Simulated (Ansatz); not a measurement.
Cartesian coordinates in Å:
```
Si 1.361 -0.191 -1.390
Si 0.361 -0.071 0.715
O -0.676 1.267 0.936
Si -1.808 0.016 1.059
H 2.384 0.874 -1.565
H 2.019 -1.518 -1.528
H 0.317 -0.047 -2.438
H 1.321 -0.252 1.838
H -2.451 -0.089 2.391
H -2.828 0.012 -0.018
```

Total charge 0; spin multiplicity 1.

(1) List the r2SCAN/def2-TZVPP orbital energies in eV (Ansatz). (Estimate.)

Results:

(1) Computed: Occupied: -1791.67, -1791.62, -1791.08, -515.75, -142.07, -142.02, -141.59, -96.97, -96.93, -96.92, -96.89, -96.86, -96.84, -96.45, -96.44, -96.43, -25.91, -14.45, -13.48, -12.64, -10.36, -10.09, -9.64, -9.09, -9.02, -8.36, -7.24, -6.04. Lowest empty: -1.79, -1.21, -0.30, -0.03, 0.48, 1.02, 1.25, 1.46.
